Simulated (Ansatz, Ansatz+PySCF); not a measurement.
```xyz
4

O     0.0000    0.0000   -2.1389
O     0.0000    0.0000    2.1389
O    30.0000    0.0000   -2.1389
O    30.0000    0.0000    2.1389
```

Basis set: 6-31G (spherical functions). Correlated methods keep 4 orbitals frozen. Charge 0, multiplicity 5.

Computed with Ansatz (development build ahead of 0.2.0); each method stands on the lowest determinant of its kind that the runs found.

Q: Give the atomization energy at this shape (free ground-state atoms in the same class of orbitals less the molecule, no zero-point energy) of quintet O₄ in separate pieces by UHF-CCSD(T), UHF-MP2, UHF.

A:

```tsv
method	atomization energy
UHF-CCSD(T)	0.00 eV
UHF-MP2	0.00 eV
UHF	0.00 eV
```

Caution: the determinant breaks the point group; the unrestricted determinant is a mixture of spin states. Caution for UHF-CCSD(T): another reference gives a lower total. Caution for UHF-CCSD(T), UHF-MP2: bonds are stretched, where a single reference can fail.

This basis has no polarisation functions and is too small for such energies, which can lie far from measured ones in either direction.
